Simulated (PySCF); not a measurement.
Al(Cl)(Me)(SMe) (C2H6AlClS), SMILES C[S][Al]([CH3])[Cl].

Geometry: B3LYP-D3(BJ)/def2-SVP. The structure was generated by enumeration; whether it is a known compound was not checked. The values are those of a single conformer.

All values below come from C-PCM-B3LYP/def2-SVP run with PySCF 2.14.0.

The values are the electrostatic part of the solvation free energy, E(continuum) − E(gas) at the gas-phase geometry, in a cavity of scaled van der Waals radii (PySCF's table); cavitation and dispersion terms are not included. A continuum can't describe solvent molecules that bind to the metal. In vacuum the orbital gap is 6.18 eV. The dipole moment in vacuum is 3.10 D.

Problem. Estimate the values in water (ε = 78.36), acetonitrile (ε = 35.69), cyclohexanone (ε = 15.62). (The exact figures need the calculation; the answer reports its results.)

Solution. 
| solvent | ε | ΔG(elec) (kcal/mol) | dipole (D) | gap (eV) |
|---|---|---|---|---|
| water | 78.36 | -5.6 | 4.04 | 6.48 |
| acetonitrile | 35.69 | -5.5 | 4.02 | 6.48 |
| cyclohexanone | 15.62 | -5.3 | 3.98 | 6.47 |
